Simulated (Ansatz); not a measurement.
System (SMILES): B=[N] (BH-N), doublet.
Atoms: B1, N2, H3. Bonds: B1-N2, B1-H3.

Basis-set convergence of the harmonic zero-point energy at PBE0 with Ansatz (a quantum-chemistry and plane-wave program). Each level at its own minimum, finite differences of forces, unscaled; the reference is a large set that could be run, not a limit. Cartesian d functions, on some or all atoms, in 6-31G*, 6-31G**; all else is spherical. The program fits the integrals of some runs and decomposes those of others, by size. Open shells are unrestricted. No added dispersion term, no relativity. Reference: the value in def2-QZVPPD, 8.34 kcal/mol. Deviations are taken from unrounded values.

```tsv
basis	functions	harmonic zero-point energy (kcal/mol)	minus reference (kcal/mol)
STO-3G	11	8.78	0.44
3-21G	20	8.48	0.14
6-31G	20	8.25	-0.09
6-31G*	32	8.41	0.08
6-31G**	35	8.39	0.05
6-311G**	42	8.41	0.07
def2-SVPD	48	8.34	0.01
aug-cc-pVDZ	55	8.33	-0.01
def2-TZVPD	83	8.36	0.02
def2-TZVPPD	91	8.35	0.02
jun-cc-pV(T+d)Z	92	8.33	-0.01
aug-cc-pVTZ	115	8.34	0.00
def2-QZVPPD	159	8.34	0.00
```

The smallest set listed that lies within 0.2 kcal/mol of the reference with all its larger relatives (same family, alike in diffuse functions; a set with none counts only in the reference's own line) is 3-21G (20 functions, 0.14 kcal/mol off), level with 6-31G.
